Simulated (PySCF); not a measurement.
Polarisability and C₆ of Cl³⁺ (chlorine, charge +3)

[Ne] 3s2 3p2, high-spin 3P determinant. Computed with PySCF 2.14 in aug-cc-pVTZ-DK (6s5p3d2f, 50 functions), with the spin-free X2C one-electron Hamiltonian (Gaussian nucleus). Coupled (time-dependent) response in atomic units; α is the mean over directions.

| method | mean α (bohr³) | α xx, yy, zz | C₆ (like pair) | S(−4) |
| --- | --- | --- | --- | --- |
| UHF | 4.440 | 4.738, 4.291, 4.291 | 12.12 | 8.047 |
| PBE | 4.293 | 4.562, 4.158, 4.158 | 11.63 | 6.952 |
| PBE0 | 4.316 | 4.598, 4.175, 4.175 | 11.71 | 7.099 |
| r2SCANh | 4.362 | 4.657, 4.215, 4.215 | 12.13 | 7.144 |
| revPBE | 4.324 | 4.594, 4.189, 4.189 | 11.73 | 7.135 |

S(−4) is the Cauchy moment in α(ω) = α(0) + S(−4) ω² + …

α(iu) at r2SCANh:

| u (hartree) | α(iu) (bohr³) |
| --- | --- |
| 0 | 4.362 |
| 0.0500 | 4.344 |
| 0.100 | 4.292 |
| 0.200 | 4.100 |
| 0.300 | 3.826 |
| 0.500 | 3.182 |
| 0.750 | 2.428 |
| 1.00 | 1.841 |
| 1.50 | 1.108 |
| 2.00 | 0.7231 |
| 3.00 | 0.3752 |
| 5.00 | 0.1585 |

For an ion, C₆ is the dispersion term alone; charge-induced terms of lower order in 1/R come first.

The components differ because the open shell of this determinant is not spherical; for a pure term their mean is the scalar polarisability.
